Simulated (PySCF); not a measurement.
Order these species by their calculated properties.

Species are written as SMILES; each is one conformer at its optimised geometry, gas phase, non-relativistic unless stated; the electronic structure was computed with PySCF and density fitting.

Dipoles, sizes and rotational constants follow the conformer. The torsions of the flexible species, by atom-mapped SMILES:
- `[CH3:1][C:2](=[O:3])[SiH2:4][S:5][C:6](=[C:7]=[O:8])[CH:9]=[O:10]`: C1–C2–Si4–S5 -27°, C2–Si4–S5–C6 169°, Si4–S5–C6–C7 99°, S5–C6–C9–O10 178°
- `[CH3:1][C@@H:2]([O:3][S:4]([CH3:5])(=[O:6])=[O:7])[SiH2:8][SiH3:9]`: C1–C2–O3–S4 -178°, C2–O3–S4–C5 85°, C1–C2–Si8–Si9 134°
- `[H]/[N:6]=[C:5]/[Si@@H:3]([CH2:2][CH3:1])[SH:4]`: C1–C2–Si3–S4 180°, C2–Si3–C5–N6 131°, H–S4–Si3–C2 18°
- `[CH3:1][O:2][C:3]([SiH3:4])([SiH3:5])[O:6][S@@:7]([CH3:8])=[O:9]`: C1–O2–C3–Si4 48°, O2–C3–O6–S7 -77°, C3–O6–S7–C8 -129°
- `[CH3:1][NH:2][SiH2:3][n:4]1[cH:5][n:6][cH:7][c:8]1[SiH2:9][F:10]`: C1–N2–Si3–N4 -173°, N2–Si3–N4–C5 27°, C7–C8–Si9–F10 -125°
- `[CH3:1][O:2][Si:3]([O:4][CH3:5])([O:6][CH3:7])[S:8][SiH3:9]`: C1–O2–Si3–O4 166°, O2–Si3–O4–C5 -57°, O2–Si3–O6–C7 -65°, O2–Si3–S8–Si9 -148°

The conformers of `CN[Si@H](N)NCC(F)(F)F` and `CO[Si@@H](C)O[Si@H](O)SC` aren't listed.

**Question.** Rank by smallest rotational constant, highest first (GFN2-xTB).
A. `CC(=O)[SiH2]SC(=C=O)C=O`
B. `[SiH3][SiH2][C@H](OS(=O)(=O)C)C`
C. `[Si@@H](S)(CC)/[C]=N/[H]` [radical]
D. `COC([SiH3])([SiH3])O[S@@](C)=O`

**Answer.** C (1.076 GHz), D (0.736 GHz), B (0.614 GHz), A (0.436 GHz).

**Question.** Rank by HOMO–LUMO gap, lowest first (PBE0/pcSseg-1 at GFN2-xTB geometries).
A. `COC([SiH3])([SiH3])O[S@@](C)=O`
B. `CN[Si@H](N)NCC(F)(F)F`
C. `CO[Si](OC)(OC)S[SiH3]`
D. `CN[SiH2]N1C=NC=C1[SiH2]F`

**Answer.** D (6.46 eV), A (7.10 eV), C (7.55 eV), B (8.09 eV).

**Question.** Rank by HOMO energy, lowest first (PBE0/pcSseg-1 at GFN2-xTB geometries).
A. `CN[SiH2]n1cncc1[SiH2]F`
B. `CN[Si@H](N)NCC(F)(F)F`
C. `C[C@@H](OS(C)(=O)=O)[SiH2][SiH3]`
D. `C[Si@@H](O[Si@@H](SC)O)OC`
E. `COC([SiH3])([SiH3])O[S@@](C)=O`

**Answer.** C (-8.13 eV), E (-7.27 eV), A (-7.04 eV), D (-6.87 eV), B (-6.68 eV).

**Question.** Rank by dipole moment, lowest first (PBE0/pcSseg-1 at GFN2-xTB geometries).
A. `COC([SiH3])([SiH3])O[S@@](C)=O`
B. `CN[SiH2]n1cncc1[SiH2]F`
C. `O=CC(S[SiH2]C(=O)C)=C=O`
D. `CO[Si](OC)(OC)S[SiH3]`
E. `C[C@@H](OS(C)(=O)=O)[SiH2][SiH3]`

**Answer.** D (1.83 D), C (2.26 D), B (3.08 D), A (3.72 D), E (4.29 D).
